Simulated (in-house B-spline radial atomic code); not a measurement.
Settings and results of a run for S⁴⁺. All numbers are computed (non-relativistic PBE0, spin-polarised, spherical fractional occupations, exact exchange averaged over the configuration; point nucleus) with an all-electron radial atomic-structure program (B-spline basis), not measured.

Command:
```bash
python run_scf.py task.json out
```
Settings:
```
Z                16
configuration    [Ne] 3s2
hamiltonian      nr
method           pbe0
spin_polarised   True
exact_exchange   averaged over the configuration
```

Output (hartree, bohr):
```
 radial grid: 43 intervals, B-splines of order 8, outer radius 14.6809 bohr

 iter        energy (Eh)    residual
    1        -390.802326    4.57e-01
    2        -393.370460    1.79e-01
    3        -393.681003    6.05e-02
    4        -393.717116    1.99e-02
    5        -393.720965    6.97e-03
    6        -393.721515    1.19e-04
    7        -393.721515    7.09e-06
    8        -393.721515    4.95e-08

 total energy                      -393.72151
 kinetic                             393.3101
 electron-nucleus                   -910.7243
 Hartree                             147.5593
 exact exchange                       -5.8776
 exchange-correlation                -17.9890

 orbital      occ     eigenvalue          <r>       <r^2>       <1/r>     <1/r^3>       <r^4>       r_max
 1s up      1.000       -91.3675    0.0972441   0.0127122      15.561           - 0.000416755     0.06372
 1s down    1.000       -91.3675    0.0972441   0.0127122      15.561           - 0.000416755     0.06372
 2s up      1.000       -10.2471     0.477441    0.270641      3.0657           -    0.131614      0.3888
 2s down    1.000       -10.2471     0.477441    0.270641      3.0657           -    0.131614      0.3888
 2p up      3.000        -8.1853     0.439788    0.240931      2.9662     80.9845    0.123492      0.3259
 2p down    3.000        -8.1853     0.439788    0.240931      2.9662     80.9845    0.123492      0.3259
 3s up      1.000        -2.4721      1.47385     2.47215     0.93487           -     9.32911       1.314
 3s down    1.000        -2.4721      1.47385     2.47215     0.93487           -     9.32911       1.314
```

Time taken, with all properties: 0.3 s on 1 thread of AMD EPYC 7R43 64-Core Processor (shared host).
